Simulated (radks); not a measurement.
Values are calculated unless marked as measured or tabulated.
Orbital eigenvalues (eV) of the cadmium ion Cd3+, [Kr] 4d9, at several levels of relativity; Dirac values are averaged over j with weights 2j + 1. Spin-unpolarised spherical Kohn-Sham, PBE, point nucleus unless stated (finite: rms radius 4.6087 fm), a radial shooting solver on a logarithmic mesh with Libxc functionals. A level marked "c x" has the speed of light scaled by that factor and shares open shells by 2j + 1; other Dirac levels either fill j = l - 1/2 first or share by 2j + 1.

[
 {"shell": "1s", "non-rel.": "-25685", "scalar-rel.": "-26562", "scalar-rel., finite nucleus": "-26561", "Dirac, 2j+1 shares": "-26546", "change of magnitude, last against first (%)": "+3.35"},
 {"shell": "2s", "non-rel.": "-3762.6", "scalar-rel.": "-3974.2", "scalar-rel., finite nucleus": "-3974.1", "Dirac, 2j+1 shares": "-3970.7", "change of magnitude, last against first (%)": "+5.53"},
 {"shell": "2p", "non-rel.": "-3510.1", "scalar-rel.": "-3569.7", "scalar-rel., finite nucleus": "-3569.7", "Dirac, 2j+1 shares": "-3570.6", "change of magnitude, last against first (%)": "+1.72"},
 {"shell": "3s", "non-rel.": "-727.37", "scalar-rel.": "-770.03", "scalar-rel., finite nucleus": "-770.00", "Dirac, 2j+1 shares": "-769.41", "change of magnitude, last against first (%)": "+5.78"},
 {"shell": "3p", "non-rel.": "-624.80", "scalar-rel.": "-637.33", "scalar-rel., finite nucleus": "-637.33", "Dirac, 2j+1 shares": "-637.59", "change of magnitude, last against first (%)": "+2.05"},
 {"shell": "3d", "non-rel.": "-435.02", "scalar-rel.": "-429.71", "scalar-rel., finite nucleus": "-429.71", "Dirac, 2j+1 shares": "-429.31", "change of magnitude, last against first (%)": "-1.31"},
 {"shell": "4s", "non-rel.": "-133.06", "scalar-rel.": "-141.44", "scalar-rel., finite nucleus": "-141.43", "Dirac, 2j+1 shares": "-141.36", "change of magnitude, last against first (%)": "+6.24"},
 {"shell": "4p", "non-rel.": "-100.04", "scalar-rel.": "-102.27", "scalar-rel., finite nucleus": "-102.27", "Dirac, 2j+1 shares": "-102.36", "change of magnitude, last against first (%)": "+2.32"},
 {"shell": "4d", "non-rel.": "-46.377", "scalar-rel.": "-45.823", "scalar-rel., finite nucleus": "-45.823", "Dirac, 2j+1 shares": "-45.812", "change of magnitude, last against first (%)": "-1.22"},
 {"shell": "5s (empty)", "non-rel.": "-31.010", "scalar-rel.": "-32.261", "scalar-rel., finite nucleus": "-32.260", "Dirac, 2j+1 shares": "-32.255", "change of magnitude, last against first (%)": "+4.01"},
 {"shell": "5p (empty)", "non-rel.": "-23.864", "scalar-rel.": "-24.205", "scalar-rel., finite nucleus": "-24.205", "Dirac, 2j+1 shares": "-24.217", "change of magnitude, last against first (%)": "+1.48"}
]
